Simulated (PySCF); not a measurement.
Species: C₆H₇N₂ (doublet state).
Geometry (GFN2-xTB, Å), atoms numbered from 1 in this order:
```
atom  x, y, z in Å
H1     2.9232    0.0203   -0.6489
N2     2.0403    0.0426   -1.1504
C3     0.9929   -0.0342   -0.4821
C4     0.7661   -0.1633    1.0367
C5    -0.7390   -0.0825    1.0666
C6    -1.1159    1.2628    0.5668
N7    -0.9243    1.3301   -0.6869
C8    -0.3969    0.0150   -1.0907
C9    -1.1346   -0.9406   -0.1360
H10    1.1364   -1.1330    1.3730
H11    1.2717    0.6262    1.5930
H12   -1.4471    2.1051    1.1471
H13   -0.4422   -0.1260   -2.1660
H14   -2.2064   -0.9658   -0.3266
H15   -0.7286   -1.9488   -0.1174
```

The hyperfine couplings belong to this conformer and change with its torsions.

The species is `[C@@H]12N=C[C](C1)C/C2=N\[H]` [radical].

The calculation used UKS B3LYP, pcH-1 on C H N, non-relativistic, mean-field spin-orbit, GIAO (PySCF). Geometry: GFN2-xTB; no solvent, vibrations or thermal averaging. Couplings are sensitive to structure, and on GFN2-xTB geometries they can be far from those on DFT ones. No stability test was run, so a lower SCF solution isn't excluded.

Principal values of hyperfine tensors in MHz (contact and dipolar terms together), for some of the nuclei:

```
atom  isotope      A1      A2      A3
  C5      13C  244.87  245.59  456.18
  C8      13C   24.01   26.01   39.22
 H10       1H   18.65   19.67   34.36
  C3      13C   16.85   18.36   33.10
  H1       1H   11.44   13.06   18.25
  C9      13C   -8.50   -7.08    1.21
  C4      13C   -8.99   -7.59    2.24
 H13       1H    0.90    2.29    9.57
```

(1) Split each tensor into its isotropic and traceless parts, and turn a_iso into mT with g = 2.0023.

(2) What spin density at the nucleus of C9 lies behind its contact coupling (g_N = 1.40482)?

(3) H14 (1H, g_N = 5.58569) isn't in the table. Its spin density at the nucleus is 0.003271 bohr⁻³. What is its contact coupling?

(4) Which nucleus of the table has the largest anisotropic coupling, and what is its form?

(5) What first-order splitting does C8 cause when the field lies along A1, A2 or A3 of its tensor (g taken as isotropic, no quadrupole term)?

Answers

(1) a_iso is a third of the trace, T = A − a_iso, and a(mT) = a(MHz)/(g × 13.996).

```csv
atom,a_iso (MHz),a_iso (mT),T1,T2,T3
C5,315.55,11.260,-70.67,-69.96,140.63
C8,29.74,1.061,-5.74,-3.74,9.47
H10,24.23,0.865,-5.58,-4.56,10.14
C3,22.77,0.812,-5.92,-4.41,10.33
H1,14.25,0.509,-2.81,-1.19,4.00
C9,-4.79,-0.171,-3.71,-2.29,6.00
C4,-4.78,-0.171,-4.21,-2.81,7.02
H13,4.25,0.152,-3.36,-1.97,5.32
```

(2) a_FC = (2μ0/3) gₑ μB g_N μN ρ(0)/(2S·h) = 800.24 MHz × g_N × ρ(0)/(2S), with ρ in bohr⁻³. With a_FC = -4.79 MHz and 2S = 1, ρ(0) = -0.004263 bohr⁻³.

(3) By the same relation, a_FC = 14.62 MHz. Its full tensor has the principal values 9.11, 10.86, 23.90 MHz.

(4) C5: -70.7, -70.0, 140.6 MHz, axial, in the ratio −1:−1:+2, the form that spin in one p orbital centred on that nucleus gives.

(5) 2 lines (I = 1/2), spaced by |A_i|/(g × 13.996): 0.86, 0.93, 1.40 mT along the axes of A1, A2 and A3.

Time: 64 s of wall time (grids of density and orbitals included); peak memory 0.97 GiB. Hardware: Arm Neoverse V2, one thread (shared host).
